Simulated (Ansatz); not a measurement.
Basis-set series for BCl$_{2}$H$_{3}$O$_{4}$Si (`O[Si](O)(O)OB(Cl)Cl`). Total charge 0; spin multiplicity 1. Geometry: relaxed with PBE0-D4/def2-TZVP. It is one conformer, not always the lowest.

```json
{"functional": "PBE0-D4", "basis": "def2-SVP", "functions": "139", "energy (Eh)": "-1536.39124", "HOMO (eV)": "-8.87", "LUMO (eV)": "-0.19"}
{"functional": "PBE0-D4", "basis": "def2-QZVPP", "functions": "585", "energy (Eh)": "-1537.28528", "HOMO (eV)": "-9.09", "LUMO (eV)": "-0.63"}
{"functional": "ωB97M-V", "basis": "def2-SVP", "functions": "139", "energy (Eh)": "-1537.01388", "HOMO (eV)": "-11.10", "LUMO (eV)": "2.02"}
{"functional": "ωB97M-V", "basis": "def2-QZVPP", "functions": "585", "energy (Eh)": "-1537.90695", "HOMO (eV)": "-11.38", "LUMO (eV)": "1.07"}
```

Question: Give the rows for def2-TZVPP. (An estimate is asked.)

Answer: Computed: 
```
functional       basis  functions  energy (Eh)  HOMO (eV)  LUMO (eV)
   PBE0-D4  def2-TZVPP        323  -1537.22871      -9.05      -0.54
   ωB97M-V  def2-TZVPP        323  -1537.85375     -11.33       1.57
```

Positive LUMOs are unbound and depend on the basis.
